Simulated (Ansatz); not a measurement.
Z-matrix (Å, degrees):
```
Ti
Cl 1 2.162
Cl 1 2.162 2 109.5
Cl 1 2.162 2 109.5 3 120.0
Cl 1 2.162 2 109.5 3 -120.0
```

Total charge 0; spin multiplicity 1.

(1) List the ωB97M-V/def2-TZVPP orbital energies in eV (Ansatz). (Best estimate.)

Results:

(1) Ansatz gave: Occupied: -4882.98, -2772.64, -2772.64, -2772.64, -2772.64, -551.52, -460.03, -460.03, -460.03, -263.04, -263.04, -263.04, -263.04, -200.46, -200.46, -200.46, -200.46, -200.41, -200.41, -200.41, -200.41, -200.41, -200.41, -200.41, -200.41, -71.91, -47.17, -47.17, -47.17, -26.22, -25.85, -25.85, -25.85, -13.92, -13.67, -13.67, -13.67, -13.37, -13.37, -12.93, -12.92, -12.92, -11.80, -11.80, -11.80. Lowest empty: -1.59, -1.59, -0.99, -0.99, -0.99, 1.19, 3.45, 3.45.
